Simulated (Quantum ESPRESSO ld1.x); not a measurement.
The numbers below are computed, except where a source is named.
Question: The mean radii <r> (bohr) of the occupied orbitals of an atom or ion are listed with their occupations. Level of theory: Dirac Kohn-Sham, PBE, spin-unpolarised, spherical densities, point nucleus (ld1.x of Quantum ESPRESSO 7.5).

orbital  occ.      <r>
1s1/2       2  0.02781
2s1/2       2   0.1194
2p1/2       2   0.1008
2p3/2       4   0.1064
3s1/2       2   0.3218
3p1/2       2   0.3122
3p3/2       4   0.3236
3d3/2       4   0.2947
3d5/2       6   0.2983
4s1/2       2   0.7646
4p1/2       2   0.8016
4p3/2       4   0.8302
4d3/2       4   0.9639
4d5/2       6   0.9760
5s1/2       2    2.036
5p1/2       2    2.422
5p3/2       1    2.521

Name the element and its charge. Open shells, if any, fill j = l - 1/2 first.

Answer: Z = 52, tellurium, charge +1: Te+ in [Kr] 4d10 5s2 5p3. The 1s radius gives Z: for a bare nucleus <r> = (2 gamma + 1)/(2Z) with gamma = sqrt(1 - (Z/c)^2), 0.02741 bohr for Z = 52, and screening makes it slightly larger (0.02781 here). The occupations add up to 51, and the charge is Z minus that.
